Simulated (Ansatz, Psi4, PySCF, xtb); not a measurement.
Interaction energy of AlCl3 ··· H4OSi (SMILES [Cl][Al]([Cl])[Cl] and O[SiH3]). Monomers: optimised at B3LYP-D3(BJ) (def2-TZVP), held rigid. Orientation: lowest of the rigid-body minima from ten starts at GFN2-xTB (searched outside a hard wall at short contacts). The monomers approach along the line of their centres of mass (distance R); nothing else relaxes. The shortest distances reach bonding range, where SAPT0 and rigid monomers are unreliable.

Geometry at R = 3.19 Å (first 4 atoms: monomer A):
```
10

Al    -0.0003     0.0002    -0.0001
Cl    -1.7532    -1.0995    -0.1721
Cl     0.0904     1.9358    -0.7466
Cl     1.6632    -0.8364     0.9188
Si    -1.2249     0.4431     3.4508
O     -0.6851     0.9127     1.9612
H     -0.3049     0.8825     4.5294
H     -2.5714     0.9944     3.7436
H     -1.2842    -1.0310     3.4118
H     -0.5777     1.8502     1.7853
```

Methods: wB97M-V/def2-TZVP, counterpoise-corrected (Psi4); MP2/aug-cc-pVTZ = Psi4 with DF-MP2/aug-cc-pVTZ, frozen core, counterpoise-corrected; RKS-BP86/6-31G* = restricted BP86/6-31G*, spherical d, no counterpoise correction run with PySCF; MP2/aug-cc-pVDZ = MP2 on RHF/aug-cc-pVDZ, frozen core, counterpoise-corrected in Ansatz (an electronic-structure program); GFN1-xTB (xtb).

Interaction energies in kcal/mol (negative: bound); R is the distance of the centres of mass, d the Al1···O6 distance.

```tsv
R / Å	d / Å	wB97M-V/def2-TZVP	MP2/aug-cc-pVTZ	RKS-BP86/6-31G*	MP2/aug-cc-pVDZ	GFN1-xTB
2.82	1.91	-15.85	-14.69	-12.03	-9.09	-8.99
2.98	2.06	-18.58	-17.68	-15.95	-13.89	-13.93
3.19	2.27	-17.64	-16.85	-15.83	-14.57	-16.17
3.35	2.43	-15.65	-14.91	-14.19	-13.31	-16.15
3.62	2.69	-11.92	-11.31	-10.85	-10.37	-14.42
3.86	2.93	-9.03	-8.58	-8.22	-7.96	-12.25
4.23	3.29	-5.72	-5.51	-5.28	-5.17	-9.14
4.72	3.78	-3.10	-3.07	-3.08	-2.92	-6.04
5.38	4.43	-1.43	-1.46	-1.59	-1.41	-3.31
6.37	5.42	-0.52	-0.55	-0.50	-0.54	-1.15
7.68	6.72	-0.17	-0.19	-0.12	-0.19	-0.25
```

Lowest grid point: wB97M-V/def2-TZVP -18.58 kcal/mol at R = 2.98 Å; MP2/aug-cc-pVTZ -17.68 kcal/mol at R = 2.98 Å; RKS-BP86/6-31G* -15.95 kcal/mol at R = 2.98 Å; MP2/aug-cc-pVDZ -14.57 kcal/mol at R = 3.19 Å; GFN1-xTB -16.17 kcal/mol at R = 3.19 Å.
